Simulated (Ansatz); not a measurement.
Q: Name a neutral molecule of Br, C, O, Si and H with LUMO energy (ωB97M-V/def2-TZVPP) between 1.60 and 1.90 eV and HOMO energy (ωB97M-V/def2-TZVPP) between -10.70 and -10.40 eV (Ansatz, PBE0-D4/def2-TZVP geometry).

A: `Br[SiH]1CCO1` (1.69 eV, -10.40 eV). Other molecules can fit too; these were computed, each in one conformer that needn't be the lowest.
